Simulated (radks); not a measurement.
Problem. All-electron atom: the molybdenum ion Mo+ in [Kr] 4d5. Method: Dirac Kohn-Sham, LDA (Slater exchange, Perdew-Wang correlation), spin-unpolarised, spherical densities, finite nucleus; open shells are shared between the two j in proportion to 2j + 1; Fermi nuclear charge, rms radius 4.4091 fm; computed with a radial shooting solver on a logarithmic mesh with Libxc functionals. Some entries of the table are withheld. Estimate them.

orbital,occ.,eigenvalue (Ry),r(max) (bohr)
1s1/2,2,-1454.674,0.02290
2s1/2,2,-205.8867,0.1299
2p1/2,2,-189.5834,0.1009
2p3/2,4,-181.7644,0.1048
3s1/2,2,-35.41809,0.3843
3p1/2,2,-29.20883,0.3712
3p3/2,4,-27.92024,0.3806
3d3/2,4,-16.89714,0.3204
3d5/2,6,-16.65294,0.3231
4s1/2,2,-5.23547,0.9875
4p1/2,2,-3.46684,(1)
4p3/2,4,-3.28154,(2)
4d3/2,2,-0.79302,(3)
4d5/2,3,-0.77708,(4)

Solution. 
(1) 4p1/2 r(max) (bohr): 1.053
(2) 4p3/2 r(max) (bohr): 1.078
(3) 4d3/2 r(max) (bohr): 1.378
(4) 4d5/2 r(max) (bohr): 1.392
